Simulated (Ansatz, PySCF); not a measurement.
Molecule: CH8N3Si (charge -1, singlet). It need not be the lowest isomer of its formula. Whether it binds its extra electron was not tested at this geometry. 
Structure (B3LYP-D3(BJ)/def2-TZVP (Ansatz, a first-principles code) minimum search):
SMILES: [CH2-][Si](N)(N)N
```xyz
13

Si     0.1135    -0.0410    -0.0125
C      1.7949    -0.5280    -0.1809
N     -0.7359    -1.1662     1.0621
N     -1.1733     0.0134    -1.2838
N      0.0274     1.6537     0.4972
H      2.5323     0.1614    -0.5897
H      2.0807    -1.5747    -0.2677
H     -1.6799    -0.8900     1.3013
H     -0.2176    -1.3467     1.9108
H     -1.4267    -0.9312    -1.5554
H     -0.8265     0.4632    -2.1249
H      0.9185     2.0835     0.6955
H     -0.5667     2.2710    -0.0369
```
Charge -1, spin multiplicity 1.

Total electronic energies in hartree. Valence correlation only, unless marked. Spin-orbit coupling is left out. No relativistic terms. 

| level | program | energy (Eh) |
|---|---|---|
| HF/STO-3G | Ansatz | -488.68990 |
| HF/6-31G* | Ansatz | -494.79178 |
| HF/aug-cc-pV(D+d)Z | Ansatz | -494.89152 |
| HF-D4/def2-TZVPD | PySCF + dftd4 | -494.99435 |
| PBE-D3(BJ)/def2-TZVPD | Ansatz + dftd3 | -496.45191 |
| B97M-V/def2-TZVPD | Ansatz | -496.75061 |
| PBE0/STO-3G | Ansatz | -490.13507 |
| PBE0/def2-TZVP | Ansatz | -496.47514 |
| TPSSh-D4/def2-TZVPD | PySCF + dftd4 | -496.88098 |
| r2SCAN0-D4/def2-TZVPD | Ansatz + dftd4 | -496.68007 |
| M06-2X/def2-TZVPD | PySCF | -496.74321 |
| HSE06-D3(BJ)/def2-TZVPD | Ansatz + dftd3 | -496.47333 |
| CAM-B3LYP-D4/def2-TZVPD | Ansatz + dftd4 | -496.77307 |
| LC-wPBE-D4/def2-TZVPD | Ansatz + dftd4 | -496.64810 |
| wB97M-V/def2-TZVPD | Ansatz | -496.74378 |
| PBE-QIDH/def2-TZVPD | Ansatz | -496.36915 |
| MP2/aug-cc-pV(D+d)Z | Ansatz | -495.72147 |
| CCSD/6-31G* | Ansatz | -495.55517 |
| CCSD/aug-cc-pV(D+d)Z | Ansatz | -495.76592 |
| CCSD/cc-pVTZ | Ansatz | -495.94247 |
| CCSD/cc-pwCVTZ | Ansatz | -495.96269 |
| CCSD(T) with core electrons (1s frozen past Ne)/cc-pwCVTZ | Ansatz | -496.46495 |

Totals of different functionals don't rank their quality; only differences between species are comparable.
